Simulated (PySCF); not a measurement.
Question: Write Cartesian coordinates for `O[SiH2][Si@H]([SiH3])O[SiH3]` as optimised with PBE0-D3(BJ)/def2-SVP.

Answer: 
```
atom  x, y, z in Å
O1     2.8045   -0.5776    0.5162
Si2    1.5378   -1.5355   -0.0234
Si3    0.0023    0.0409   -0.8450
Si4    0.5190    2.0707    0.2292
O5    -1.5618   -0.4589   -0.5198
Si6   -2.6944   -0.3727    0.6887
H7     3.5478   -1.0204    0.9364
H8     0.9167   -2.3143    1.0994
H9     2.0031   -2.5315   -1.0430
H10    0.1261    0.2056   -2.3259
H11    1.8659    2.5293   -0.2263
H12    0.5341    1.8820    1.7125
H13   -0.4900    3.1263   -0.1011
H14   -2.7029    1.0013    1.2816
H15   -4.0313   -0.6787    0.1079
H16   -2.3841   -1.3564    1.7696
```

Any rigid rotation of these coordinates is as good. Atoms count from 1 in this order. Si4 (SiH3 silicon) is tetrahedral (angles from 108.3° to 111.1°). O5 (siloxane oxygen) is bent (angle 139.8°). O1 (silanol oxygen) is bent (angle 117.5°). Si6 (oxygen-bound silicon) is tetrahedral (angles from 108.5° to 110.6°).

Bonds between heavy atoms (Å): O1–Si2 1.677, Si2–Si3 2.349, Si3–Si4 2.354, Si3–O5 1.674, O5–Si6 1.659.

Computed with PySCF, PBE0-D3(BJ)/def2-SVP geometry optimisation, gas phase.

Point group: C1 (no symmetry element, even within 0.4 Å). No PBE0-D3(BJ)/def2-SVP frequencies stand behind this structure, so it isn't proved a minimum. One conformer, not necessarily the lowest (H–O1–Si2–Si3 177°, O1–Si2–Si3–Si4 -22°, Si2–Si3–O5–Si6 87°).

The run took 4.1 min wall on an Arm Neoverse V1 with one thread (shared host), and the process peaked at 0.65 GiB of memory. That covers the optimisation of the geometry.
